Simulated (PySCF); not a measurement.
**Spinor energies of Ag²⁺ (silver, charge +2)**

Start: [Kr] 4d9; 4d3/2 filled at m_j = -1/2, +1/2, +3/2; 4d5/2 filled at m_j = -5/2, -3/2, -1/2, +1/2, +3/2, +5/2. Calculated with PySCF 2.14 in x2c-SVPall-2c: generalised Hartree-Fock with the X2C-1e Hamiltonian and a Gaussian nucleus; one run each with spin-orbit coupling (SO) screened by Boettger's factors, then bare. This is a chosen level, not necessarily the ground level.

```csv
spinor shell,electrons,"ε, screened SO (eV)","ε, bare SO (eV)",weight of nominal j (bare SO),"rms radius, bare SO (bohr)"
1s1/2,2,-25662.9,-25662.8,1.000,0.0357
2s1/2,2,-3883.1,-3883.1,1.000,0.146
2p1/2,2,-3601.4,-3607.2,1.000,0.127
2p3/2,4,-3423.9,-3421.5,1.000,0.132
3s1/2,2,-767.51,-767.51,1.000,0.392
3p1/2,2,-653.67,-654.73,1.000,0.386
3p3/2,4,-621.25,-620.82,1.000,0.398
3d3/2,4,-420.67,-421.72,1.000,0.374
4s1/2,2,-138.89,-138.91,1.000,0.979
4p1/2,2,-99.955,-100.14,0.958,1.05
4p3/2,4,-95.747,-95.685,0.979,1.08
4d3/2,3,-36.691,-36.787,0.861,1.41
4d5/2,6,-35.910,-35.859,0.931,1.43
```

Where does 3d5/2 lie, and what is the 3d spin-orbit splitting (bare SO)?

At -414.02 eV, 7.694 eV above 3d3/2.

```csv
quantity,screened SO,bare SO
E (hartree),-5311.83365,-5311.92312
M_J,3/2,3/2
⟨J²⟩,3.753,3.753
⟨L²⟩,6.019,6.021
⟨S²⟩,0.765,0.767
```

Each row is a mean over spinors that exchange with the open shell spreads, by up to 4.406 eV (4p1/2).

Rows whose weight is well below 1 are mixtures of j = l ± 1/2: exchange outweighs spin-orbit coupling there, and the label is only the starting occupation.

Breit and QED terms are absent; they matter most for the inner s and p1/2 levels.

Densities and radii are taken from the X2C orbitals without a picture-change correction, which distorts them close to the nucleus.
